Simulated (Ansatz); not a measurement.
`F[SiH2]Cl` + `[NH2][GeH3]` → `Cl[SiH2][NH][GeH3]` + H–F at 298.15 K and 1 bar (ligand exchange at the Si–F bond).

Program: Ansatz. Geometries: PBE0-D4/def2-TZVP. ΔE: electronic, gas phase. CCSD(T)/CBS adds triple-zeta CCSD(T) − MP2 to the extrapolated MP2 energy (def2 sets, frozen cores). This one scheme is used for every species. For Ge outer-core shells are correlated without core-valence functions, which leaves a few kJ/mol of doubt a bond. Scalar relativity is left out up to krypton. One conformer a species, not always the lowest.

```csv
species,CCSD(T)/CBS energy (Eh),H − E (kJ/mol),S (J/(mol·K))
`F[SiH2]Cl`,-849.96195,69.7,280.5
`[NH2][GeH3]`,-2133.81884,141.9,275.3
`Cl[SiH2][NH][GeH3]`,-2883.36260,176.0,367.5
H–F,-100.39570,33.5,173.6
```

H − E and S are ideal-gas, rigid-rotor, harmonic terms from PBE0-D4/def2-TZVP, for one conformer and one mirror image of each species. 1 Eh = 2625.50 kJ/mol, R = 8.31446 J/(mol·K).

Problem. By hand: ΔE, ΔH, ΔS and ΔG.

Solution. ΔE = (-2883.36260) + (-100.39570) − (-849.96195) − (-2133.81884) = 0.02249 Eh = 59.0 kJ/mol. Δ(H − E) = 176.0 + 33.5 − 69.7 − 141.9 = -2.1, so ΔH = 56.9 kJ/mol. ΔS = 367.5 + 173.6 − 280.5 − 275.3 = -14.7 J/(mol·K). ΔG = 56.9 − 298.15 × (-14.7)/1000 = 61.3 kJ/mol.

Problem. By hand: the equilibrium constant, and the temperature at which ΔG would vanish if ΔH and ΔS stayed fixed.

Solution. log₁₀ K = −ΔG/(RT ln 10) = -10.7. ΔH and −TΔS have one sign here, so there is no such temperature.

The number of gas molecules stays the same, so ΔS is small and ΔH decides. A doubt of 5 kJ/mol in ΔE shifts log₁₀ K by 0.9 here. Other conformers and mirror images would add mixing entropy, several J/(mol·K) or more a flexible species. Modes under 60 cm⁻¹, often nearly free rotors, make the harmonic entropy too high. These are equilibria of isolated gas molecules and say nothing of rates. Largest T1 diagnostic: 0.011 (customary marks: 0.02 for closed shells, 0.045 for open ones).
